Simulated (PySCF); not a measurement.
SMILES c1cc(oc1)-c1ccc(O)cc1 (C₁₀H₈O₂) (GFN2-xTB optimised geometry):

```
20

O     -2.348    -3.608     0.001
C     -1.623    -2.458     0.000
C     -2.307    -1.245     0.000
C     -1.611    -0.057    -0.001
C     -0.214    -0.045    -0.001
C      0.527     1.200     0.000
C      0.113     2.510    -0.035
C      1.283     3.300    -0.014
C      2.324     2.426     0.032
O      1.881     1.159     0.040
C      0.462    -1.266     0.000
C     -0.233    -2.458     0.000
H     -1.755    -4.370     0.002
H     -3.385    -1.261     0.001
H     -2.153     0.875     0.000
H     -0.895     2.868    -0.073
H      1.339     4.370    -0.030
H      3.385     2.574     0.062
H      1.541    -1.272     0.000
H      0.305    -3.398     0.000
```

Level of theory: B3LYP/def2-SVP in PySCF 2.14.0.

### Question
What are the frontier orbital energies and the dipole moment?

### Answer
HOMO-2 -7.18 eV, HOMO-1 -7.12 eV, HOMO -5.39 eV, LUMO -0.73 eV, LUMO+1 -0.29 eV; dipole moment 0.92 D.

Meta-Löwdin charges at B3LYP/def2-SVP: O1 -0.44, C2 0.22, C3 -0.14, C4 -0.09, C5 -0.02, C6 0.17, C7 -0.17, C8 -0.16, C9 0.04, O10 -0.24, C11 -0.10, C12 -0.16, H13 0.32, H14 0.11, H15 0.10, H16 0.11, H17 0.12, H18 0.12, H19 0.11, H20 0.10.
